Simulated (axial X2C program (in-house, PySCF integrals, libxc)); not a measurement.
## ScAs at several levels of theory

Calculated with an in-house all-electron X2C program for linear molecules (integrals from PySCF). Spin-free means the one-electron spin-free X2C Hamiltonian; two-component (2c) means X2C with spin–orbit coupling and atomic mean-field two-electron Coulomb and Gaunt terms, so the difference of the two also holds small scalar two-electron terms. Basis: As dyall-cv3z [9s9p6d4f1g], Sc dyall-cv3z [10s11p7d5f2g] (cores contracted in-house); Gaussian nuclei, density fitting, unrestricted open shells. Masses: As 74.922 u, Sc 44.956 u.

Input:
```json
{"zs": [33, 21], "q": 0, "bas": ["dyall-cv3z", "dyall-cv3z"], "levels": ["PBE0", "HF", "PBE"], "cc": true, "r0": 2.69, "thr": -1.0, "nmax": 90, "npts": 10, "nst": 2, "ntry": 6}
```
```bash
python so2c.py task.json out
```

Keys: zs atomic numbers; q charge; bas basis sets; levels methods; cc coupled cluster on or off; r0 starting distance in Å; thr threshold in hartree for freezing inner shells (an s shell follows its p shell); nmax most natural virtual spinors; npts points on the curve; nst determinants followed; ntry starts of the search. HF also brings MP2.

State, spin-free: M_S = 0, Λ = 0 (closed shell); electrons by block: σα: 13, σβ: 13, π+α: 6, π+β: 6, π-α: 6, π-β: 6, δ+α: 1, δ+β: 1, δ-α: 1, δ-β: 1. Fragments: As + Sc.

State, 2c: Ω = 0 (closed shell); electrons by block: 1/2: 19, -1/2: 19, 3/2: 7, -3/2: 7, 5/2: 1, -5/2: 1. Fragments: As + Sc.

```tsv
Hamiltonian	level	Re (Å)	ωe (cm⁻¹)	ωexe (cm⁻¹)	Be (cm⁻¹)	De (eV)	D0 (eV)	k (mdyn/Å)	μ (D)
spin-free	PBE0	2.257	426.5	0.926	0.1178	2.37	2.34	3.01	6.84
spin-free	HF	2.273	437.9	1.11	0.1161	-1.45	-1.48	3.17	7.98
spin-free	MP2	2.322	419.1	n/a	0.1113	2.07	2.04	2.91	n/a
spin-free	CCSD	2.304	408.9	0.877	0.113	1.28	1.25	2.77	n/a
spin-free	CCSD(T)	2.341	371.5	1.4	0.1095	1.92	1.90	2.28	n/a
spin-free	PBE	2.284	398.5	0.988	0.115	3.26	3.23	2.63	6.18
2c	PBE	2.285	397.6	0.997	0.115	3.25	3.23	2.62	6.16
```

Correlated methods: 8 electrons correlated (number of frozen shells: As 3 s, 2 p, 1 d; Sc 3 s, 2 p), 336 virtual spin orbitals or spinors in MP2, 90 natural virtuals in coupled cluster.

Dipoles are positive if Sc is the positive end.

The state is one determinant whose occupation by symmetry is held fixed; it was picked as the lowest of a PBE0 search that is not exhaustive. The closed shell is kept restricted, so the energy runs too high when the bond is stretched far. De is counted from the lowest determinant-based energies of the atoms at the same level, without counterpoise correction. Coupled cluster ran in a truncated set of natural virtual spinors; the MP2 energy of the rest was added. (T) has no such correction and the atoms are truncated less, which lowers De at CCSD(T) by a hundredth of an eV or more. The 2c atoms are single determinants rather than J levels; their spin–orbit lowering is only partly caught, and De is too large by that part. This holds for PBE. Other states lie close and PBE0, whose exact exchange favours high spin, may order them wrongly; the determinant shown need not be the ground state. The nearest other spin-free determinant of the search, M_S = 1, Λ = 1, lies 0.43 eV up at the distance of the search. Without a current term, density functionals place determinants with orbital angular momentum somewhat too high. The outer-core s and p shells of the metal are frozen in the correlated rows, which leaves out core–valence correlation; for alkali and alkaline-earth bonds that tends to lengthen them. The T1 diagnostic is large, a sign of multireference character. With the outer-core shells frozen, correlated bond lengths of heavy atoms tend to come out a few hundredths of an ångström too long.

No reliable constants came from CCSD (2c), CCSD(T) (2c), HF (2c), MP2 (2c), PBE0 (2c): no minimum in range, unconverged points, a curve that is not smooth, a change of character along it, or the two Hamiltonians disagreeing along it.

Rough cost a point (2c) on 1 thread(s) of a shared host, integrals apart: PBE 0.9 s.

The whole task took 4.7 min on 1 thread of Arm Neoverse V1, on a shared host.
